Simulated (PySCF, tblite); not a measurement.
Species: C7H16BNS.
SMILES: `CC(=S)[C@H]1C[BH2-][N+](C)(C)C1`

Jobs on this species (26 atoms, 86 electrons) with PySCF (density fitting) and tblite. Hardware of each: one thread of an Intel Xeon 6975P-C, on a shared host. The host was shared with other jobs, so the times are rough.

Problem. Rank these jobs by wall time, shortest first.
A. PBE0-D3(BJ)/def2-SVP, grid level 1; geometry optimisation from a GFN2-xTB start shaken at random; 224 basis functions
B. PBE0/pcSseg-1; shieldings, ring-centre shieldings, charges and field gradients; 257 basis functions
C. HF/pcSseg-1; shieldings, ring-centre shieldings; 257 basis functions
D. GFN2-xTB; L-BFGS relaxation

Solution. D (1.8 s), C (25 s), B (60 s), A (3.1 min).

All jobs:

```json
{"level and settings": "GFN2-xTB", "work": "Hessian by finite differences", "basis functions": "–", "SCF cycles": "–", "wall time": "1.2 s"}
{"level and settings": "GFN2-xTB", "work": "L-BFGS relaxation", "basis functions": "–", "SCF cycles": "–", "wall time": "1.8 s"}
{"level and settings": "HF/pcSseg-1", "work": "shieldings, ring-centre shieldings", "basis functions": "257", "SCF cycles": "12", "wall time": "25 s"}
{"level and settings": "PBE0/pcSseg-1", "work": "shieldings, ring-centre shieldings, charges and field gradients", "basis functions": "257", "SCF cycles": "14", "wall time": "60 s"}
{"level and settings": "PBE0-D3(BJ)/def2-SVP, grid level 1", "work": "geometry optimisation from a GFN2-xTB start shaken at random", "basis functions": "224", "SCF cycles": "62", "wall time": "3.1 min"}
```

Problem. What do all jobs in the table cost together?

Solution. About 4.6 min; the longest takes about 68 % of that, and about 160 times as long as the shortest.
